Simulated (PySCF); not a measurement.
FH6NOSi2. Atoms are numbered in the order given.

```xyz
11

N     -1.6712    -1.1210     1.0410
Si    -1.0208     0.1502     0.0535
O     -0.5047     1.5788     0.7999
Si     1.0057    -0.5992    -0.8897
F      2.0825     0.4993    -0.2458
H     -1.0775    -1.5940     1.7275
H     -2.6291    -1.0416     1.3938
H     -2.1259     0.5120    -0.8917
H      0.4709     1.6266     0.8386
H      1.4511    -1.9688    -0.4468
H      1.1162    -0.5252    -2.3891
```
Charge 0, spin multiplicity 1.

Coordinates come from a PBE-D3(BJ)/def2-SVP optimisation. The structure was generated by enumeration; whether it is a known compound was not checked. Other conformers were not sampled.

Calculation: B3LYP/pcSseg-1 (PySCF).

GIAO shieldings, no solvent; atoms listed in one row are averaged. δ = σ(ref) − σ: ¹⁵N against NH3 (σ = 265.5 ppm); ²⁹Si against TMS (σ = 338.7 ppm); ¹⁷O against H2O (σ = 333.8 ppm); ¹⁹F against CFCl3 (σ = 161.7 ppm); ¹H against TMS (σ = 31.68 ppm), references at their B3LYP-D3(BJ)/def2-TZVP geometries, non-relativistic.

Q: Estimate the chemical shifts. (Estimate from the structure and the level; the computed values follow.)

A: 
| nucleus | atoms | count | δ (ppm) |
|---|---|---|---|
| ¹⁵N | N1 | 1 | 51.2 |
| ²⁹Si | Si4 | 1 | 5.0 |
| ²⁹Si | Si2 | 1 | -26.9 |
| ¹⁷O | O3 | 1 | 85.6 |
| ¹⁹F | F5 | 1 | -267.3 |
| ¹H | H10, H11 | 2 | 5.66 |
| ¹H | H8 | 1 | 5.17 |
| ¹H | H9 | 1 | 3.69 |
| ¹H | H7 | 1 | 2.18 |
| ¹H | H6 | 1 | 1.51 |
